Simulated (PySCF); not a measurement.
A structure optimised at PBE-D3(BJ)/def2-SVP, used in a PySCF frequency run:

```xyz
13

C     -1.6597    -1.0719     0.5278
C     -0.5812    -0.0032     0.6921
C     -0.6767     1.2607    -0.2009
O      0.6269     1.0710    -0.8406
B      0.8019    -0.0924    -0.1123
O      1.8920    -0.8993    -0.2230
H     -1.3887    -2.0056     1.0627
H     -1.8089    -1.3389    -0.5394
H     -2.6421    -0.7414     0.9274
H     -0.4502     0.2637     1.7625
H     -0.7102     2.2348     0.3320
H     -1.4891     1.2290    -0.9593
H      1.8339    -1.6673     0.3704
```

Question: Write its SMILES and formula.

Answer: C[C@@H]1COB1O, C₃H₇BO₂

Question: What are its rotational constants (standard atomic weights)?

Answer: 5.0794, 3.3471, 2.2105 GHz
